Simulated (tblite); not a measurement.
Species: C7H14N2.
Atom-mapped SMILES: `[CH3:1]/[CH:2]=[N:3]\[N:4]=[C:5](/[CH3:6])[CH:7]([CH3:8])[CH3:9]` (hydrogens: H10, H11, H12 on C1; H13 on C2; H14, H15, H16 on C6; H17 on C7; H18, H19, H20 on C8; H21, H22, H23 on C9)

A start from a force field or distance geometry was refined with GFN2-xTB geometry optimisation, gas phase (tblite). Values at the start:

```csv
coordinate,start
C1–C2,1.458 Å
C1–H10,1.116 Å
C2=N3,1.272 Å
C2–H13,1.106 Å
N3–N4,1.416 Å
N4=C5,1.276 Å
C5–C6,1.487 Å
C5–C7,1.482 Å
C6–H14,1.122 Å
C7–C8,1.505 Å
C7–H17,1.090 Å
C8–H18,1.126 Å
C1–C2–N3,127.5°
C2–N3–N4,122.6°
N3–N4–C5,116.8°
N4–C5–C7,117.6°
C5–C7–C8,112.9°
C5–C7–C9,103.7°
C6–C5–C7,117.7°
C8–C7–C9,105.5°
C1–C2–N3–N4,0°
C2–N3–N4–C5,72°
N3–N4–C5–C6,-1°
N4–C5–C7–C8,-1°
```

How do these coordinates change at the GFN2-xTB level?

```tsv
coordinate	GFN2-xTB (Å or °)	change
N3–N4	1.296	-0.120
C1–C2	1.498	+0.040
C8–H18	1.087	-0.039
C6–H14	1.089	-0.033
C5–C7	1.509	+0.027
C1–H10	1.090	-0.026
C2–H13	1.082	-0.024
C7–C8	1.527	+0.022
C5–C6	1.505	+0.018
N4=C5	1.264	-0.012
C2=N3	1.264	-0.008
C7–H17	1.096	+0.006
N3–N4–C5	130.1	+13.3
C2–N3–N4	128.4	+5.8
C5–C7–C9	109.2	+5.5
C8–C7–C9	110.2	+4.7
C5–C7–C8	111.5	-1.4
N4–C5–C7	118.3	+0.7
C1–C2–N3	126.9	-0.6
C6–C5–C7	117.3	-0.4
N4–C5–C7–C8	31	+32
C2–N3–N4–C5	99	+27
C1–C2–N3–N4	-9	-9
N3–N4–C5–C6	-9	-8
```

The energy falls by 80.7 kJ/mol over 163 L-BFGS steps, the largest force on an atom goes from 2.72 to 0.009 eV/Å, and the atoms move by 0.685 Å rms after alignment. The bond that changes most is N3–N4 (both ends C=N nitrogen), which shortens by 0.120 Å. Bonds longer at the end by more than 0.005 Å: 5 of 22; shorter: 14. Among the dihedrals that turn most is C5–C7–C9–H21, from 125° to -179°. Rotational constants go from 3069, 985.4, 904.7 to 2828, 912.5, 834.4 MHz.

Hardware: Arm Neoverse V2, one thread, shared host with 96 logical CPUs at a one-minute load of 41. Cost: 1.0 s wall.

Its GFN2-xTB frequencies are all real (lowest 35 cm⁻¹). One conformer, not necessarily the lowest. 3 starts were optimised and ended at 0.00, 0.20 and 0.20 kcal/mol (GFN2-xTB); the lowest of these is shown.

These are computed values.
